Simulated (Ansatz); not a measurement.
Species: C$_{3}$H$_{6}$O, SMILES `C=CCO` (C–C–C–O torsion 123°, C–C–O–H torsion -56°) (charge 0, multiplicity 1).

Q: Give a relaxed geometry from PBE0-D4/def2-TZVP run with Ansatz (a first-principles code).

A: Several could match; the one computed here: the end point of this relaxation, one of several conformers (outside a Z-matrix the atoms follow the SMILES, hydrogens last).
Cartesian coordinates (Å) in one orientation:
```xyz
10

C     -1.505    -0.303    -0.242
C     -0.381    -0.272     0.460
C      0.977    -0.129    -0.142
O      1.672     0.992     0.371
H     -1.493    -0.236    -1.326
H     -2.474    -0.406     0.233
H     -0.411    -0.333     1.546
H      1.597    -0.994     0.110
H      0.897    -0.087    -1.237
H      1.122     1.767     0.228
```
